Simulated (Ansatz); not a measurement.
Consider the redistribution: `[CH3][SnH2][AlH2]` + `COB(N)F` → `[CH3][SnH2][B](N)F` + `C[O][AlH2]`.

Isolated molecules relaxed with PBE0-D4/def2-TZVP in Ansatz; ΔE leaves out vibrations. CCSD(T)/CBS adds triple-zeta CCSD(T) − MP2 to the extrapolated MP2 energy (def2 sets, frozen cores). This one scheme is used for every species. Functionals use def2-TZVPP. def2 core potentials past Kr. For Sn outer-core shells are correlated without core-valence functions, which leaves a few kJ/mol of doubt a bond. Each species was taken in one conformer, which may not be the lowest.

| species | PBE-D4 energy (Eh) |
| --- | --- |
| `[CH3][SnH2][AlH2]` | -498.83112 |
| `COB(N)F` | -295.72742 |
| `[CH3][SnH2][B](N)F` | -435.98167 |
| `C[O][AlH2]` | -358.56492 |

**Question.** Work out ΔE.

**Answer.** ΔE = (-435.98167) + (-358.56492) − (-498.83112) − (-295.72742) = 0.01195 Eh = +31.4 kJ/mol. CCSD(T)/CBS gives +30.1 kJ/mol.

Largest T1 diagnostic among the species: 0.013.

In def2-TZVPP, CCSD(T) changes the Hartree–Fock value by −17.8 kJ/mol (the triples alone add −2.8 kJ/mol) and MP2 by −22.9 kJ/mol. From PBE to PBE0 (25 % exact exchange), in def2-TZVPP and without D4, ΔE moves by +7.3 kJ/mol.
